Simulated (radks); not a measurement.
Values are calculated unless marked as measured or tabulated.
Coulomb parameter of the 4d shell of the zirconium ion Zr+ in the model configuration [Kr] 4d2 5s1, as a second difference U = [E(n + 0.5) + E(n - 0.5) - 2 E(n)] / (0.5)^2 with all orbitals relaxed. "Bare": the charge of the atom changes with n. "Screened": the 5s shell takes up the change at fixed total charge, which measures U(4d,4d) + U(5s,5s) - 2 U(4d,5s). Level of theory: Dirac Kohn-Sham, PBEsol, spin-unpolarised, spherical densities, finite nucleus; open shells are shared between the two j in proportion to 2j + 1; Fermi nuclear charge, rms radius 4.2694 fm (a radial shooting solver on a logarithmic mesh with Libxc functionals).

case,configuration,E - E(n) (eV)
start,[Kr] 4d2 5s1,0.000
bare +0.5,[Kr] 4d2.5 5s1,-3.941
bare -0.5,[Kr] 4d1.5 5s1,6.151
screened +0.5,[Kr] 4d2.5 5s0.5,0.091
screened -0.5,[Kr] 4d1.5 5s1.5,0.130

U(bare) = 8.839 eV, U(screened by 5s) = 0.886 eV.
